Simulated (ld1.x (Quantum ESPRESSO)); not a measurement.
# Transferability test, TM semilocal potential for Rh

| Item | Value |
| --- | --- |
| Element | rhodium (Rh) |
| Generator | ld1.x (Quantum ESPRESSO) 7.5 |
| Type | norm-conserving Troullier–Martins (semilocal form) |
| Functional | PBEsol |
| Relativity | scalar-relativistic |
| Frozen core | [Kr] |
| Valence charge | 9 |
| Reference configuration | 4d8 5s0 5p1 |
| Partial waves | 5p (bound): rc 4.10 bohr; 4d (bound): rc 1.15 bohr; 5s (bound, empty): rc 2.80 bohr |
| Local potential | the s channel |
| Core correction | none |

Energies are relative to the spin-unpolarised reference configuration 4d8 5s0 5p1; without spin polarisation the order of configurations can differ from experiment.

```csv
valence configuration,charge,ΔE all-electron (eV),error AE − PS (meV)
4d8 5s1 5p0,0,-3.665,+5.0
4d8 5s0 5p0,+1,3.797,-2.0
4d6 5s0 5p0,+3,55.799,-134
4d7 5s2 5p0,0,-1.212,-60
4d7 5s1 5p0,+1,7.478,-38
4d8.5 5s0.5 5p0,0,-4.293,+2.8
```

Problem. What are ΔE and the potential's error for 4d7 5s0 5p0?

Solution. ΔE = 23.307 eV all-electron; the error (AE − PS) is -12 meV.

Levels in the configuration 4d6 5s0 5p0:

| level | all-electron (eV) | pseudo (eV) |
| --- | --- | --- |
| 4d | -39.494 | -39.703 |

ld1.x printed “convergence not achieved” for 4 of the counted tests; their residual had stalled under 1e-8, short of the target of 1e-14.
